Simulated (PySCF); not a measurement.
One change to the structure, seen by NMR

Starting compound: `CO[SiH2]OCC(=O)O[SiH3]`, C₃H₁₀O₄Si₂.

¹H NMR (500 MHz, computed): δ 5.00 (s, 2H), 4.91 (s, 2H), 4.82 (s, 3H), 3.79 (s, 3H). ¹³C{¹H} NMR (computed): δ 180.5 (C), 66.2 (CH2), 49.7 (CH3).

Relativity neglected, equivalent nuclei averaged, single conformer, gas phase. Shielding tensors at PBE0/pcSseg-1 (GIAO); geometry from GFN2-xTB; PySCF 2.14.

Chemical shifts δ = σref − σ; TMS for ¹H, ¹³C, all at this level. Where no couplings were computed, multiplicities follow the n + 1 count of equivalent neighbours, and m marks all less simple cases (inequivalent or close neighbours, rings, F or P nearby). Shifts are as computed. Against solution values, carbons near 30 ppm lie about +3 ppm off and those near 130 ppm about +5 ppm. Of 1211 compounds with measured shifts, 218 miss one by over three times the rms of a fit or turn the order of signals round; such compounds aren't used in these exercises.

**Question.** What are the spectra after this edit: O inserted into a C-C bond, giving `CO[SiH2]OCOC(=O)O[SiH3]`?

**Answer.** ¹H NMR (500 MHz, computed): δ 5.69 (s, 2H), 4.86 (s, 3H), 4.73 (s, 2H), 3.86 (s, 3H). ¹³C{¹H} NMR (computed): δ 164.2 (C), 87.6 (CH2), 52.2 (CH3).

**Question.** What are the spectra after this edit: ring closed by a new Si-Si bond, giving `CO[Si@H]1OCC(=O)O[SiH2]1`?

**Answer.** ¹H NMR (500 MHz, computed): δ 5.66 (m, 1H), 5.38 (m, 1H), 5.16 (m, 1H), 4.72 (m, 1H), 4.54 (m, 1H), 3.90 (s, 3H). ¹³C{¹H} NMR (computed): δ 169.1 (C), 68.9 (CH2), 53.5 (CH3).

**Question.** What are the spectra after this edit: Si replaced by C, giving `CO[SiH2]OCC(=O)OC`?

**Answer.** ¹H NMR (500 MHz, computed): δ 4.56 (s, 2H), 4.56 (s, 2H), 4.13 (s, 3H), 3.99 (s, 3H). ¹³C{¹H} NMR (computed): δ 181.0 (C), 66.1 (CH2), 54.3 (CH3), 53.7 (CH3).
